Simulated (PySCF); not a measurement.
Molecule: SMILES BrC[Si](Cl)(Cl)Cl (CH2BrCl3Si). Atoms near the plane z = 0.6 Å, at the PBE/def2-SVP optimised geometry (x, y, z in Å): Si2 (-0.7, -1.0, 0.0), Cl3 (1.4, -1.0, 0.0), Cl4 (-1.4, 1.0, 0.0), C5 (-1.3, -1.9, 1.6), H7 (-0.9, -2.9, 1.6).

Level of theory: PBE/def2-TZVP in PySCF. The values are rescaled to run from 0 to 1.

```
|+++++++++++++++++++++++++|
|+++++++++++++++++++++++++|
|+++++++++++++++++++++++++|
|+++++++++++++++++++++++++|
|++++****+++++++++++++++++|
|+++*****+++++++++++++++++|
|+++*****+++++++++++++++++|
|+++****++++++++++++++++++|
|++++**+++=+++++++++++++++|
|++++++++==+++++++++++++++|
|++++++++==+++++++++++++++|
|++++++++++++++++++****+++|
|++++++++++++++++++*****++|
|====+++******++++++****++|
|=-==++*####**++==++****++|
|-:--=+*#%%%#*++===++***++|
|..:-=+*%@@%%*+==-==++++++|
|  .:-+#%@@@%#*+====++++++|
|   :-+*%@@%#**+===+++++++|
|  .:-+*#%%##**+++++++++++|
|:::-=+**###**++++++++++++|
|---==++******++++++++++++|
|===++++++++++++++++++++++|
|+++++++++++++++++++++++++|
|+++++++++++++++++++++++++|
```
Scale: ten equal steps from 0.000 (start of ' ') to 1.00 (end of '@'), in the order ' .:-=+*#%@'; x runs from -3.50 to 3.50, y from -3.50 (bottom) to 3.50 (top).

Question: Which quantity is mapped?
A. log10 of the electron density
B. Laplacian of the electron density
C. an orbital amplitude
D. deformation density (molecule minus spherical neutral atoms)

Answer: C, an orbital amplitude. In full: HOMO amplitude (bohr^(-3/2)).
